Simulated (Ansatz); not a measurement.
Wavefunction ladder for F₂H₃N₂Ta, SMILES `[NH]=[Ta]([NH2])([F])[F]`

```xyz
8

N    -0.1446   -1.4281   -0.9068
Ta    0.5710    0.0656   -0.3106
N    -0.7545    0.7284    0.9796
F     2.2243   -0.2569    0.5466
F     0.8177    1.3159   -1.7063
H    -0.4467   -2.2927   -1.3218
H    -1.6274    0.2832    1.2137
H    -0.6398    1.5845    1.5056
```

Charge 0, multiplicity 1. Correlated methods include outer-core shells of Ta, which these sets cover unevenly. Ta takes the def2 core potential. The structure was optimised at the PBE0-D4/def2-TZVP level. It is one conformer, not always the lowest. Frozen core, restricted reference, the Gaussian-basis code of Ansatz.

```json
{"basis": "def2-SVP", "HF (Eh)": "-365.85520", "MP2 corr.": "-1.01386"}
{"basis": "def2-TZVPP", "HF (Eh)": "-366.27240", "MP2 corr.": "-1.33762"}
{"basis": "def2-QZVPP", "HF (Eh)": "-366.28766", "MP2 corr.": "-1.46714"}
```

Q: Estimate the CCSD correlation energy and the (T) correction in each basis where they were run (hartree).

A: 
```
     basis  CCSD corr.       (T)
  def2-SVP    -1.00624  -0.03461
def2-TZVPP    -1.31864  -0.05779
```
